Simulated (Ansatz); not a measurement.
`[CH3][Al]([SiH3])[BH]O` + SiH₄ → `O[BH][Al]([SiH3])[SiH3]` + CH₄  (formal exchange of groups at the Al–C bond)

Gas-phase electronic energies from Ansatz, PBE0-D4/def2-TZVP geometries. CCSD(T)/CBS adds triple-zeta CCSD(T) − MP2 to the extrapolated MP2 energy (def2 sets, frozen cores). This one scheme is used for every species. Functionals use def2-TZVPP. B3LYP here is the variant with VWN-RPA as its local correlation; programs differ in this. One conformer a species, not always the lowest.

```csv
level,ΔE (kJ/mol)
ωB97X-V,-20.7
B2PLYP,-20.0
r2SCAN,-26.2
B3LYP,-23.4
MP2/def2-QZVPP,-14.5
SCS-MP2/def2-QZVPP,-14.4
HF/CBS(def2),-19.5
MP2/CBS(def2),-14.6
```

**Question.** What does CCSD(T)/CBS give? (Best estimate.)

**Answer.** The calculation gave: -20.3 kJ/mol. The listed levels differ from it by -0.4, 0.3, -5.9, -3.1, 5.8, 5.9, 0.8, 5.7 kJ/mol.

Largest T1 diagnostic among the species: 0.015.
